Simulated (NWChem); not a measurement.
# SiH2O, singlet; SMILES O[SiH]

Program: NWChem. Low-valent species are run as closed-shell singlets; no triplet was tried in these runs. Structure relaxed at the PBE-D3(BJ)/def2-SVP level. Static field.

Task: Estimate the computed values for CAM-B3LYP/def2-SVPD. Quantities: isotropic polarisability (bohr³); anisotropy (bohr³).

Result: 
| Property | Result |
|---|---|
| isotropic polarisability (bohr³) | 36.8 |
| anisotropy (bohr³) | 6.9 |
